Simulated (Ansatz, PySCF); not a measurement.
Species: CH3Si, net charge 0, doublet state. It need not be the lowest isomer of its formula. 
Structure (B3LYP-D3(BJ)/def2-TZVP (Ansatz, a quantum-chemistry and plane-wave program) minimum search):
SMILES: C=[SiH]
```xyz
5

C     -1.0946    -0.0911    -0.0174
Si     0.6114    -0.0386     0.0085
H     -1.6691     0.8306    -0.0133
H     -1.6688    -1.0070    -0.0383
H      1.3450     1.2633     0.0370
```
Charge 0, spin multiplicity 2.

Quantity: vertical ionisation energy (to the triplet state of charge +1; each state is the SCF solution reached for its spin; the UHF <S^2> is 1.19 for the doublet (pure: 0.75); for the doublet T1 is 0.068), in eV. Correlated levels leave the core frozen unless marked. UHF or UKS for open shells. No spin-orbit coupling. Non-relativistic. CBS marks a two-point X^-3 extrapolation of the correlation energy; Hartree-Fock from the larger set. The bracket is a focal-point correction in the basis named.

| level | program | vertical ionisation energy (eV) |
|---|---|---|
| HF/aug-cc-pV(T+d)Z | Ansatz | 7.47 |
| HF/def2-TZVPPD | Ansatz | 7.47 |
| HF/def2-QZVPPD | Ansatz | 7.47 |
| PBE/def2-TZVPD | Ansatz | 8.89 |
| PBE0/def2-TZVPD | Ansatz | 8.74 |
| BHLYP/def2-TZVPD | Ansatz | 8.47 |
| M06-2X/def2-TZVPD | PySCF | 8.70 |
| wB97M-V/def2-TZVPD | Ansatz | 8.71 |
| wB97X-V/def2-TZVPD | Ansatz | 8.72 |
| B2PLYP/def2-TZVPD | Ansatz | 8.74 |
| MP2/def2-SVPD | Ansatz | 8.38 |
| MP2/aug-cc-pV(T+d)Z | Ansatz | 8.46 |
| MP2/def2-TZVPPD | Ansatz | 8.44 |
| RI-MP2/aug-cc-pV(T+d)Z | Ansatz | 8.46 |
| RI-MP2/aug-cc-pV(Q+d)Z | Ansatz | 8.49 |
| RI-MP2/def2-TZVPPD | Ansatz | 8.44 |
| RI-MP2/CBS(def2-TZVPPD,def2-QZVPPD) | Ansatz | 8.51 |
| SCS-MP2/aug-cc-pV(T+d)Z | Ansatz | 8.36 |
| CCSD/aug-cc-pV(D+d)Z | Ansatz | 8.66 |
| CCSD(T)/aug-cc-pV(T+d)Z | Ansatz | 8.88 |
| RI-MP2/CBS(aug-cc-pV(T+d)Z,aug-cc-pV(Q+d)Z)+[CCSD(T)-MP2]/aug-cc-pV(T+d)Z | Ansatz | 8.94 |

For comparison, minus the highest occupied orbital energy (PySCF): 5.78 eV at SVWN5/def2-TZVPD, 5.76 eV at BP86/def2-TZVPD, 5.71 eV at M06-L/def2-TZVPD.
